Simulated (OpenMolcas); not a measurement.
## Worked example: vertical energy of the triplet above the singlet of AlSi2H5O (SMILES [SiH3][Al]1[O][SiH2]1)

AlSi2H5O has 9 atoms, charge 0, and is taken as a singlet. SMILES: `[SiH3][Al]1[O][SiH2]1`. The coordinates come from a PBE0-D4/def2-TZVP relaxation.

Both states at this one shape; open shells run unrestricted unless said. 1 Eh = 27.2114 eV.

| level | program | singlet AlSi2H5O (Eh) | triplet AlSi2H5O (Eh) |
| --- | --- | --- | --- |
| HF/6-31G* (spherical functions) | OpenMolcas | -897.518279 | -897.425233 |
| SVWN5/6-31G* (spherical functions) | OpenMolcas | -895.664766 | -895.565714 |
| M06-L/6-31G* (spherical functions) | OpenMolcas | -899.593744 | -899.489226 |
| CCSD(T)/6-31G* (spherical functions), open shells restricted, 16 core orbitals frozen | OpenMolcas | -897.964657 | -897.860570 |

Task: Work out the vertical gap, second state less first, at each level.

Result: 
1. HF/6-31G* (spherical functions): -897.425233 − (-897.518279) = 0.093046 Eh = 2.53 eV.
2. SVWN5/6-31G* (spherical functions): -895.565714 − (-895.664766) = 0.099052 Eh = 2.70 eV.
3. M06-L/6-31G* (spherical functions): -899.489226 − (-899.593744) = 0.104518 Eh = 2.84 eV.
4. CCSD(T)/6-31G* (spherical functions), open shells restricted: -897.860570 − (-897.964657) = 0.104087 Eh = 2.83 eV.

No measured value is set beside it here; the levels span 2.53 to 2.84 eV. Hartree–Fock favours the state with fewer electron pairs, since it lacks pair correlation.
